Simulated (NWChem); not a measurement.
Species: CH2NO, doublet; SMILES N[C]=O

```xyz
5

N      0.0956     1.0881     0.0000
C     -0.4139    -0.1573     0.0000
O      0.1597    -1.2142     0.0000
H      1.1000     1.2522     0.0000
H     -0.5185     1.8868     0.0000
```
Atoms are numbered in this order, from 1.

Results from NWChem. Spin-unrestricted. In the optimisation the excess spin sits in a' (Cs, its own frame). Coordinates come from a B3LYP/6-31G* (spherical d), spin-unrestricted optimisation. No stability test was run on the SCF state. Level: PBE0/def2-SVP with COSMO at NWChem's default radii, gas-phase geometry; rows give the dielectric constant. Reactions with the solvent are ignored.

```json
[
 {"dielectric constant": "11.7", "electrostatic solvation energy (kcal/mol)": "-7.1", "dipole in solution (D)": "?"},
 {"dielectric constant": "20.7", "electrostatic solvation energy (kcal/mol)": "-7.4", "dipole in solution (D)": "4.64"},
 {"dielectric constant": "25.0", "electrostatic solvation energy (kcal/mol)": "-7.5", "dipole in solution (D)": "4.65"},
 {"dielectric constant": "46.7", "electrostatic solvation energy (kcal/mol)": "-7.7", "dipole in solution (D)": "4.67"},
 {"dielectric constant": "78.4", "electrostatic solvation energy (kcal/mol)": "-7.8", "dipole in solution (D)": "4.68"}
]
```

Task: Fill in the missing entries.

Result: 
- 11.7, dipole in solution (D): 4.59
